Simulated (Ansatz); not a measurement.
Basis sets compared for trans-VF2(H2O)4 (VO4F2H8). The state is a quartet with charge 0. Geometry PBE-D4/def2-SVP. Ansatz on 4 threads of Arm Neoverse V2 on a shared host; times are rough, and most runs start from earlier orbitals.

Cartesian coordinates in Å:
```
F -0.076 -1.355 -1.538
F 0.075 1.354 1.539
O -1.539 -1.491 0.407
O 1.539 1.491 -0.406
O -1.666 1.384 -0.196
O 1.667 -1.384 0.195
V 0.000 0.000 0.000
H -1.243 -2.158 1.055
H -1.173 -1.807 -0.492
H 1.173 1.806 0.493
H 1.242 2.158 -1.054
H -1.282 1.696 0.686
H -2.455 0.860 0.046
H 2.455 -0.859 -0.048
H 1.283 -1.696 -0.687
```

No other spin state of charge 0 was run.

Binding counts from free atoms (F doublet, O triplet, V quartet, H doublet) in the same basis, without a counterpoise term.

| level | functions | energy (Eh) | HOMO (eV) | LUMO (eV) | binding per atom (eV) | wall time |
| --- | --- | --- | --- | --- | --- | --- |
| HF/STO-3G | 56 | -1429.2624 | -3.66 | 12.06 | 2.39 | 0.45 s |
| PBE-D4/def2-SVP | 155 | -1448.3330 | -2.68 | -0.97 | – | 3.2 s |
| PBE0-D4/def2-SVP | 155 | -1448.3644 | -4.84 | -0.18 | 3.65 | 4.4 s |

Estimate the rows for HF/def2-TZVP, PBE-D4/def2-TZVP (with forces), PBE0-D4/def2-TZVP.


```csv
level,functions,energy (Eh),HOMO (eV),LUMO (eV),binding per atom (eV),wall time
HF/def2-TZVP,279,-1446.3142,-10.96,1.93,2.46,16 s
PBE-D4/def2-TZVP (with forces),279,-1449.0817,-3.17,-1.25,–,6 s
PBE0-D4/def2-TZVP,279,-1449.1007,-5.21,-0.39,–,15 s
```
